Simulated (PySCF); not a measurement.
## Distorted geometries of [La(H2O)3]3+

[La(H2O)3]3+ (singlet). PySCF 2.14.0, RKS B3LYP, La def2-SVP with ECP46, O def2-SVP, H def2-SVP; non-relativistic Hamiltonian with scalar-relativistic core potentials where named; density fitting; no spin-orbit coupling. Relaxed geometry:

```xyz
10

La    0.0000    0.0000    0.0000
O     2.4198    0.0000    0.0000
H     3.0362    0.7694    0.0714
H     3.0362   -0.7694   -0.0714
O    -1.2099    2.0956    0.0000
H    -2.1844    2.2447    0.0714
H    -0.8518    3.0141   -0.0714
O    -1.2099   -2.0956    0.0000
H    -0.8518   -3.0141    0.0714
H    -2.1844   -2.2447   -0.0714
```

Task: Order these distorted geometries by energy above the relaxed one, lowest first.
A.
```xyz
10

La    0.0155    0.0268   -0.0490
O     2.5133   -0.0221    0.0868
H     3.0763    0.8980   -0.0067
H     3.0162   -0.7820   -0.0419
O    -1.2999    2.0915    0.0094
H    -2.2135    2.1865    0.1224
H    -0.8553    3.0886   -0.0476
O    -1.1790   -2.0841   -0.0885
H    -0.9110   -3.1181   -0.0058
H    -2.1626   -2.2850    0.0209
```
B.
```xyz
10

La   -0.0079    0.0593   -0.0180
O     2.4063   -0.0013   -0.0085
H     3.1040    0.7787    0.1067
H     2.9185   -0.6538   -0.0397
O    -1.1994    2.1122   -0.0821
H    -2.1263    2.2189    0.0147
H    -0.8664    2.9341    0.0277
O    -1.2556   -2.2049   -0.0211
H    -0.7911   -2.9107    0.0154
H    -2.1821   -2.3324    0.0048
```
C.
```xyz
10

La    0.0412    0.0223   -0.0097
O     2.3905   -0.0133   -0.0390
H     2.9780    0.7883    0.0405
H     3.0720   -0.7389   -0.0370
O    -1.2103    2.1230   -0.0102
H    -2.1561    2.1941    0.0787
H    -0.8654    3.0238   -0.0615
O    -1.1613   -2.0751    0.0119
H    -0.8449   -3.0471    0.0704
H    -2.2436   -2.2771   -0.0442
```

Result: C (0.35 eV), A (0.97 eV), B (2.12 eV).

Task: Which forces (eV/Å) act in the one that lies 0.97 eV up?

Result: 
```
La   0.20 -0.18  0.05
O   -2.23  5.95 -0.05
H   -0.98 -3.30  0.35
H    2.72 -2.55 -0.42
O    5.39  1.97 -0.57
H   -3.32  0.78  0.37
H   -1.87 -2.90  0.21
O   -0.53 -3.25  0.68
H    0.08  2.65 -0.37
H    0.54  0.83 -0.24
```
Forces carry noise of the integration grid, about 0.01 to 0.03 eV/Å.

A frequency check found unstable modes (1, the lowest at -20 cm⁻¹), so the relaxed geometry is a saddle point, or these are noise.
